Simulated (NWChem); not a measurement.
# C₂Cl₃F; SMILES FC(=C(Cl)Cl)Cl

All runs: NWChem. Geometry: optimised at PBE0/def2-SVP. Level: PBE0/def2-SVP with COSMO at NWChem's default radii, gas-phase geometry; rows give the dielectric constant.

| dielectric constant | electrostatic solvation energy (kcal/mol) | dipole in solution (D) |
|---|---|---|
| 4.8 | -0.7 | 0.52 |
| 7.6 | -0.8 | 0.53 |
| 25.0 | -0.8 | 0.54 |
| 37.5 | -0.8 | 0.54 |
| 78.4 | -0.9 | 0.55 |
